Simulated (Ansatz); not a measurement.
The same path of B$_{2}$ClH$_{3}$S (7 atoms, charge 0, multiplicity 1) was run twice with different band settings. The coordinate that changes most is the dihedral B1–S2–B3–Cl4.

Computed with Ansatz, RKS PBE/6-31G*.

Relaxed end points:

```xyz
7
Properties=species:S:1:pos:R:3
B -0.268 1.451 -0.079
S -0.544 0.037 1.015
B 0.248 -1.316 0.078
Cl 0.227 -2.943 0.736
H 0.320 1.318 -1.117
H -0.704 2.505 0.297
H 0.782 -1.120 -0.976
```

```xyz
7
Properties=species:S:1:pos:R:3
B -0.302 1.442 -0.081
S -0.530 0.041 1.041
B 0.218 -1.432 0.255
Cl 1.018 -1.470 -1.304
H 0.256 1.317 -1.135
H -0.745 2.489 0.305
H 0.146 -2.455 0.875
```

Common settings: spring 5.0 eV/Å²; optimiser quadratic models (default); start path IDPP; force threshold 0.03 eV/Å; iteration limit 60; end points relaxed.

| run | movable images | climbing image |
| --- | --- | --- |
| 1 | 9 | yes |
| 2 | 2 | no |

(1) What does each run give, and how far can it be trusted?

Answers

(1) Run 1: converged after 9 iterations, highest image 0.276 eV above the first end. A vibrational analysis at the climbing image gives one clearly imaginary mode, 143i cm⁻¹: a first-order saddle point.
Run 2: converged after 8 iterations, highest image 0.227 eV above the first end. No image climbed, so the highest image needn't sit at the top of the path. So few images can step over the top or miss a turn of the path.
